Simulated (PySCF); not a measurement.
[CuF3]-: one-bond stretch

All numbers come from UPBE0/[Cu def2-SVPD, F def2-SVPD], no relativity, density fitting, PySCF.

Rigid scan from the doublet minimum (Cu–F 1.829 Å (×3); F–Cu–F 110.5° (×2), F–Cu–F 139.0°). Coordinate: the bond from Cu to the last atom (F) scaled, the rest fixed. Energies in kJ/mol from the minimum.

Problem. Predict the curve at 0.92, 0.96, 1.00, 1.05, 1.12, 1.20, 1.35, 1.55, 1.80, 2.20.

Solution. 
```csv
scale of one bond,E (kJ/mol),"dipole size (D, about the centre of mass)",⟨S²⟩
0.92,21.2,1.56,0.75
0.96,4.6,1.33,0.75
1.00,0.0,1.15,0.75
1.05,5.4,1.07,0.75
1.12,25.0,1.27,0.75
1.20,55.5,1.78,0.75
1.35,115.8,3.00,0.75
1.55,183.8,–,0.75
1.80,240.6,–,0.76
2.20,280.3,–,0.76
```

Other spin states or occupations of the open shell can lie lower.
